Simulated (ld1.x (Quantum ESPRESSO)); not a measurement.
# Cd (Z = 48), TM semilocal: configuration errors across variants

- Element: Cd
- Generator: ld1.x (Quantum ESPRESSO) 7.5
- Type: norm-conserving Troullier–Martins (semilocal form)
- Functional: LDA (PZ)
- Relativity: scalar-relativistic
- Frozen core: [Kr]
- Valence charge: 12
- Reference configuration: 4d10 5s0.5 5p0 (charge +1.5)
- Partial waves: 5s (bound): rc 2.30 bohr; 5p (bound, empty): rc 2.75 bohr; 4d (bound): rc 1.90 bohr
- Local potential: the d channel
- Core correction: Bessel-smoothed model core inside 0.85 bohr

All-electron excitation energies from the reference (eV): (1) 4d10 5s2 5p0 -17.361; (2) 4d10 5s1 5p0 -7.733; (3) 4d10 5s0 5p0 9.787; (4) 4d10 5s1.5 5p0 -13.485; (5) 4d10 5s1 5p1 -12.572; (6) 4d9 5s0 5p0 48.043; (7) 4d10 5s0 5p2 -7.448; (8) 4d10 5s0.5 5p0 spin -0.055; (9) 4d10 5s1 5p0 spin -7.922.

Spin tests fill each open shell by Hund’s rule, majority spin first.

In the semilocal form every listed channel keeps its own potential, so the choice of the local channel does not act on these tests. It acts once the file is put into the separable form.

A semilocal file is local in each channel, so a ghost entry of none says nothing of the separable form that plane-wave codes build from it.

2 further variants failed, have other tests or another functional or relativity, and are left out.

Errors AE − PS in meV (a dash: test not solved or not reliable):

```csv
change,(1),(2),(3),(4),(5),(6),(7),(8),(9),bound ghosts
base,-7.6,-0.6,-4.8,-4.0,-1.8,-104,-0.4,+0.1,+0.2,none
"type PAW, which also changes the form from semilocal to separable; waves now 5s (bound): rcut 2.00, rcutus 2.30 bohr; 5s channel at 0.25 Ry: rcut 2.00, rcutus 2.30 bohr; 5p (bound): rcut 2.40, rcutus 2.75 bohr; 5p channel at -0.15 Ry: rcut 2.40, rcutus 2.75 bohr; 4d (bound): rcut 1.65, rcutus 1.90 bohr; 4d channel at 3.1 Ry: rcut 1.65, rcutus 1.90 bohr; local potential all-electron potential smoothed inside 2.15 bohr (lloc = -1); augmentation PSQ, inside the norm-conserving radii",+0.4,+0.9,-2.5,+0.8,+1.4,-119,+1.6,-0.1,+0.4,none
local potential the s channel,-7.6,-0.6,-4.8,-4.0,-1.7,-104,-0.4,+0.1,+0.2,none
wave 4d (bound): rc 1.90 bohr becomes 4d (bound): rc 2.64 bohr,-10,-1.4,-6.4,-5.9,-2.0,-104,+0.3,-0.9,-3.9,none
"all radii but the core radius scaled by about 1.33 (s 3.06, p 3.66, d 2.52 bohr)",-2.8,-2.2,-11,-5.3,+1.1,-192,-0.5,-3.3,-12,none
wave 5p (bound): rc 2.75 bohr becomes 5p (bound): rc 2.92 bohr,-7.6,-0.6,-4.8,-4.0,-1.6,-104,+0.3,+0.1,+0.2,none
wave 5s (bound): rc 2.30 bohr becomes 5s (bound): rc 2.40 bohr,-6.6,-0.5,-4.8,-3.5,-1.5,-108,-0.7,0.0,-0.2,none
```

Q: Give the same row for: core correction Bessel-smoothed model core inside 1.58 bohr.

A: -7.3, -0.6, -4.8, -3.8, -1.6, -102, -0.4, +0.1, +0.2; bound ghosts: none.
